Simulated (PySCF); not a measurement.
A structure optimised at PBE-D3(BJ)/def2-SVP, used in a PySCF frequency run:

```xyz
11

F      2.0442    -0.9731    -0.7320
Si     1.4810     0.3594     0.0481
C     -0.3472     0.1849     0.1354
C     -1.2436    -0.7583    -0.2783
O     -2.4191    -0.1848     0.1415
C     -1.5788     0.9186     0.6459
H      1.9056     1.5734    -0.7318
H      2.1208     0.4092     1.4083
H     -1.2428    -1.7306    -0.7958
H     -1.8506     1.8676     0.1393
H     -1.6937     1.0142     1.7452
```

Question: Write its SMILES and formula.

Answer: F[SiH2]C1=COC1, C₃H₅FOSi

Question: What are its rotational constants (standard atomic weights)?

Answer: 7.8705, 1.6109, 1.3713 GHz
